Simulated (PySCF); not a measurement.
## SMILES Cl/C1=C\CCCCCC1, C8H13Cl

Geometry:
```
atom   x (Å)   y (Å)   z (Å)
 Cl1   0.210   2.208  -1.283
  C2   0.211   1.907   0.443
  C3   1.292   1.419   1.062
  C4   2.364   0.637   0.396
  C5   1.881  -0.832   0.441
  C6   0.429  -1.071  -0.014
  C7  -0.717  -0.777   0.993
  C8  -1.676   0.386   0.689
  C9  -1.147   1.794   1.041
 H10   1.176   1.267   2.142
 H11   3.342   0.725   0.895
 H12   2.486   0.963  -0.647
 H13   1.998  -1.218   1.470
 H14   2.557  -1.439  -0.185
 H15   0.361  -2.136  -0.291
 H16   0.251  -0.520  -0.952
 H17  -0.298  -0.645   2.006
 H18  -1.341  -1.682   1.063
 H19  -1.938   0.368  -0.383
 H20  -2.621   0.226   1.235
 H21  -1.060   1.892   2.136
 H22  -1.841   2.570   0.684
```

The calculation used TDDFT CAM-B3LYP/aug-cc-pVDZ circular dichroism and optical rotation, one conformer, gas phase in PySCF 2.14.0. Geometry: PBE0-D3(BJ)/def2-SVP.

No stereocentre is labelled: unless the shape is locked (an allene, a helicene, a hindered biaryl), the mirror image is equally populated and a measured rotation or CD is zero.

Question: Draw the ECD and absorption spectra from the lowest 12 states, each a Gaussian of half-width 0.35 eV at 1/e height.

Answer: 
| E (eV) | λ (nm) | Δε (L mol⁻¹ cm⁻¹) | ε (L mol⁻¹ cm⁻¹) |
| --- | --- | --- | --- |
| 5.21 | 238 | +0.71 | 290 |
| 5.36 | 231 | +2.22 | 870 |
| 5.51 | 225 | +5.47 | 1960 |
| 5.66 | 219 | +11.33 | 3530 |
| 5.81 | 213 | +19.96 | 5480 |
| 5.96 | 208 | +27.84 | 7310 |
| 6.11 | 203 | +27.18 | 8020 |
| 6.26 | 198 | +14.13 | 7150 |
| 6.41 | 193 | -3.60 | 5530 |
| 6.56 | 189 | -13.86 | 4040 |
| 6.71 | 185 | -13.11 | 2840 |
| 6.86 | 181 | -8.13 | 2010 |
| 7.01 | 177 | -6.32 | 1780 |
| 7.16 | 173 | -8.91 | 2140 |
| 7.31 | 170 | -12.86 | 2600 |

Δε uses R in velocity form, ε uses f in length form. Only the states computed contribute, so the short-wavelength end is incomplete.
